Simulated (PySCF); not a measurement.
Compound: (F)2Zr(OSiH2)2O (singlet state).
Bonds: Zr1–F2, Zr1–F3, Zr1–O4, Zr1–O8, O4–Si5, Si5–O6, O6–Si7, Si7–O8. Hydrogens: H9, H10 on Si5; H11, H12 on Si7.

Computed by this run: PBE0-D3(BJ)/def2-SVP geometry optimisation, gas phase, def2 core potentials past Kr in PySCF 2.14.0; density fitting, grid level 1; the optimiser is geomeTRIC in internal coordinates, started from a GFN1-xTB structure with every atom displaced at random (about 0.03 Å).

Geometry at step 6:
```
atom  x, y, z in Å
Zr1     0.7408   -1.6026    0.8809
F2     -0.3180   -2.9154    1.7870
F3      2.6067   -2.0124    0.9192
O4      0.3845    0.1863    1.5437
Si5    -0.2272    1.5968    0.8931
O6     -0.5850    1.2727   -0.6969
Si7    -0.5002    0.0100   -1.7673
O8      0.1226   -1.3006   -0.9320
H9     -1.4706    1.9814    1.6088
H10     0.8048    2.6629    0.9524
H11     0.4185    0.3598   -2.8788
H12    -1.8615   -0.3216   -2.2590
```

**Question.** What forces act on the atoms?

**Answer.** 
| atom | Fx (eV/Å) | Fy (eV/Å) | Fz (eV/Å) |
| --- | --- | --- | --- |
| Zr1 | -0.073 | -0.009 | 0.011 |
| F2 | 0.049 | 0.050 | -0.036 |
| F3 | 0.008 | 0.008 | -0.006 |
| O4 | 0.033 | -0.042 | 0.056 |
| Si5 | 0.007 | -0.029 | -0.040 |
| O6 | -0.040 | 0.104 | 0.011 |
| Si7 | 0.047 | -0.167 | 0.007 |
| O8 | -0.032 | 0.038 | -0.009 |
| H9 | 0.002 | -0.003 | -0.002 |
| H10 | 0.001 | 0.006 | 0.007 |
| H11 | 0.014 | 0.029 | -0.015 |
| H12 | -0.017 | 0.015 | 0.015 |

The largest, 0.17 eV/Å, acts on Si7; the rms over all components is 0.043 eV/Å. The forces sum to zero within rounding, as they must for an isolated molecule in no field.

**Question.** Give the force on Si7 in Eh/bohr and in nN.

**Answer.** 0.173 eV/Å ÷ 51.422 = 0.00337 Eh/bohr, and 0.173 eV/Å × 1.602 = 0.28 nN.

**Question.** How far is this geometry from the end of the optimisation?

**Answer.** 0.002 eV above it, and 0.009 Å rms away after alignment. The bonds farthest from their final lengths, with half the difference of the two atoms' forces along the bond (positive lengthens):

| bond | now (Å) | final (Å) | force along bond (eV/Å) |
| --- | --- | --- | --- |
| O6–Si7 | 1.658 | 1.661 | +0.11 |
| Si7–O8 | 1.674 | 1.671 | -0.10 |
| Zr1–F2 | 1.915 | 1.912 | -0.06 |
| O4–Si5 | 1.669 | 1.671 | +0.03 |
| Zr1–O4 | 1.941 | 1.939 | -0.02 |

The angle farthest from its final value is F3–Zr1–O4, 111.7° against 111.1°.

What follows is the cost of the whole optimisation. The run took 3.3 min of wall time on Arm Neoverse V2, one thread, no GPU (shared host), and the process peaked at 0.64 GiB of memory.
